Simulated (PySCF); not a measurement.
A calculated (PBE0, PySCF 2.14, 6-31G*, no relativity, point nucleus) atom or ion has these occupied shells.

```json
{"shell": "1s α", "electrons": "1", "orbital energy (eV)": "-11608.6", "rms radius, mean of both spins (bohr)": "0.0537"}
{"shell": "1s β", "electrons": "1", "orbital energy (eV)": "-11608.5", "rms radius, mean of both spins (bohr)": "0.0537"}
{"shell": "2s α", "electrons": "1", "orbital energy (eV)": "-1480.1", "rms radius, mean of both spins (bohr)": "0.224"}
{"shell": "2s β", "electrons": "1", "orbital energy (eV)": "-1480.1", "rms radius, mean of both spins (bohr)": "0.224"}
{"shell": "2p α", "electrons": "3", "orbital energy (eV)": "-1323.7", "rms radius, mean of both spins (bohr)": "0.198"}
{"shell": "2p β", "electrons": "3", "orbital energy (eV)": "-1323.6", "rms radius, mean of both spins (bohr)": "0.198"}
{"shell": "3s α", "electrons": "1", "orbital energy (eV)": "-203.43", "rms radius, mean of both spins (bohr)": "0.651"}
{"shell": "3s β", "electrons": "1", "orbital energy (eV)": "-203.26", "rms radius, mean of both spins (bohr)": "0.651"}
{"shell": "3p α", "electrons": "3", "orbital energy (eV)": "-150.04", "rms radius, mean of both spins (bohr)": "0.673"}
{"shell": "3p β", "electrons": "3", "orbital energy (eV)": "-149.83", "rms radius, mean of both spins (bohr)": "0.673"}
{"shell": "3d α", "electrons": "5", "orbital energy (eV)": "-55.897", "rms radius, mean of both spins (bohr)": "0.756"}
{"shell": "3d β", "electrons": "5", "orbital energy (eV)": "-55.685", "rms radius, mean of both spins (bohr)": "0.756"}
{"shell": "4s α", "electrons": "1", "orbital energy (eV)": "-25.408", "rms radius, mean of both spins (bohr)": "2.05"}
{"shell": "4s β", "electrons": "1", "orbital energy (eV)": "-22.883", "rms radius, mean of both spins (bohr)": "2.05"}
{"shell": "4p α", "electrons": "2", "orbital energy (eV)": "-15.368", "rms radius, mean of both spins (bohr)": "2.46"}
```

**Question.** Name the element and its charge.

**Answer.** As⁺ (arsenic, charge +1), in [Ar] 3d10 4s2 4p2, high-spin 3P determinant.
